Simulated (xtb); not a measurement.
Mo(O)(NMe)(OH)(SH) (CH₅MoNO₂S), SMILES C[N]=[Mo](=[O])([OH])[SH], multiplicity 1. All values are semi-empirical tight-binding results from xtb (GFN2-xTB unless named), good for trends rather than for accurate numbers. The structure is a stationary point at GFN2-xTB. The spin state was assumed, not searched. One conformer was computed; it need not be the lowest.

Optimised geometry:

Bond lengths (Å): Mo1–O2 1.642, Mo1–N3 1.736, Mo1–O8 1.774, Mo1–S10 2.352, N3–C4 1.409, C4–H5 1.096, C4–H6 1.097, C4–H7 1.095, O8–H9 0.961, S10–H11 1.338. Bond angles (°): O2–Mo1–N3 115.1, O2–Mo1–O8 117.6, O2–Mo1–S10 101.4, N3–Mo1–O8 112.9, N3–Mo1–S10 99.0, O8–Mo1–S10 108.0, Mo1–N3–C4 167.9, N3–C4–H5 111.5, N3–C4–H6 110.4, N3–C4–H7 109.6, H5–C4–H6 109.1, H5–C4–H7 108.3, H6–C4–H7 107.9, Mo1–O8–H9 170.3, Mo1–S10–H11 96.1.
Charge 0, spin multiplicity 1.

For metal compounds this method's bond lengths and energies can be far off.

Computed properties:
```yaml
orbital_gap: 2.77 eV
zero_point_energy: 39.9 kcal/mol
G − E(el) at 298.15 K (modified RRHO): 17.3 kcal/mol
```

Computed atomic charges and the Wiberg bond orders between heavy atoms:
charges (e) Mo1 0.88, O2 -0.52, N3 -0.37, C4 0.00, H5 0.05, H6 0.07, H7 0.07, O8 -0.47, H9 0.34, S10 -0.24, H11 0.20. Bond orders Mo1–O2 2.07, Mo1–N3 2.10, N3–C4 1.05, Mo1–O8 1.25, Mo1–S10 1.27.
